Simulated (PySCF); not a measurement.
## Unknown compound

Molecular formula: C5H6O2Si. Simulated spectra:

1H NMR (600 MHz, computed): δ 8.33 (s, 1H), 7.05 (d, 1H), 6.83 (t, 1H), 6.40 (m, 1H), 4.76 (m, 2H).

13C{1H} NMR (computed): δ 167.7 (C), 163.3 (CH), 155.0 (CH), 136.2 (CH), 111.2 (CH).

All values are calculated (PySCF): shieldings: GIAO PBE0/pcSseg-1, structure optimised with GFN2-xTB. No solvent model, no relativistic terms, a single conformation, fast rotation and ring inversion assumed for equivalent nuclei.

Chemical shifts δ = σref − σ; TMS for 1H, 13C, all at this level.

Task: Choose the structure that fits.
A. O=COC1=C[SiH2]C=C1
B. C[SiH]1C(=O)C=CC1=O
C. C[SiH2]C#CC(=O)C=O
D. O=C1C=CC(=O)C1[SiH3]

Result: A. 

The formula gives 4 degrees of unsaturation (1 ring in the answer). 5 carbon signals for 5 carbons: no two carbons are equivalent. Carbon types of the structure: 1 × C, 4 × CH, leaving 2 H on heteroatoms. δC 167.7: alkene carbon bearing oxygen; an sp2 carbon further deshielded by the attached heteroatom. δC 163.3: ester carbonyl carbon; lone-pair donation from the attached heteroatom keeps it upfield of a ketone carbonyl. δC 155.0, 136.2: alkene CH; an sp2 carbon of a C=C bond. δC 111.2: β carbon of an enol-ether or enamine type C=C; the O or N lone pair pushes π density onto this β carbon and shields it. δH 7.05, 6.40: hydrogen on an alkene CH; olefinic region.

The others: C[SiH2]C#CC(=O)C=O would give 3 signals for carbon-bound and other non-exchanging H, not 5; C[SiH]1C(=O)C=CC1=O would give 3 carbon signals, not 5; O=C1C=CC(=O)C1[SiH3] would give 3 carbon signals, not 5.

Shifts are as computed. Against solution values, carbons near 30 ppm lie about +3 ppm off and those near 130 ppm about +5 ppm. Of 1211 compounds with measured shifts, 218 miss one by over three times the rms of a fit or turn the order of signals round; such compounds aren't used in these exercises. No couplings were computed; multiplicities are counted from neighbouring protons, with m where these are inequivalent, close in shift, in a saturated or five-membered ring or joined by F or P, and br s for small geminal =CH2 splittings.
